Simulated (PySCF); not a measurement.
## Shapes and spin states of PtF₃⁻

Level of theory: PBE in PySCF with Pt def2-SVPD with ECP60, F def2-SVPD; scalar-relativistic core potentials, no spin–orbit coupling; density-fitted integrals.

Relaxations began from a few typed shapes and spin states; open shells are unrestricted. The search is not exhaustive: other isomers or separated fragments can lie lower, and high-lying points may rest on an excited occupation.

```
   spin  group                            bonds                                      angles  imaginary modes (cm⁻¹)  ΔE (kJ/mol)  ΔE with ZPE (kJ/mol)
singlet     Cs  Pt–F 1.938 Å, Pt–F 1.993 Å (×2)  F–Pt–F 86.1°, F–Pt–F 105.8°, F–Pt–F 168.0°                    none          0.0                   0.0
singlet    C2v  Pt–F 1.936 Å, Pt–F 1.997 Å (×2)            F–Pt–F 94.6° (×2), F–Pt–F 170.7°                     45i          0.2                     –
singlet    C2v  Pt–F 1.962 Å (×2), Pt–F 1.974 Å            F–Pt–F 78.8°, F–Pt–F 140.6° (×2)                     56i          2.2                     –
triplet    C2v  Pt–F 1.972 Å (×2), Pt–F 2.080 Å           F–Pt–F 101.7° (×2), F–Pt–F 156.5°                    none         23.1                  21.7
```

The lowest minimum found is the singlet Cs: Pt–F 1.938 Å, Pt–F 1.993 Å (×2); F–Pt–F 86.1°, F–Pt–F 105.8°, F–Pt–F 168.0°.

Formally Pt is in oxidation state +2, d8, with 0 unpaired electrons (the high-spin count would be 2). The polar-tensor charge on Pt, 0.93, is far below the formal one.

For the lowest minimum: the lowest empty level of this anion is unbound, so it and the gap depend on the basis. Spin–orbit coupling, left out here, can matter for elements this heavy.
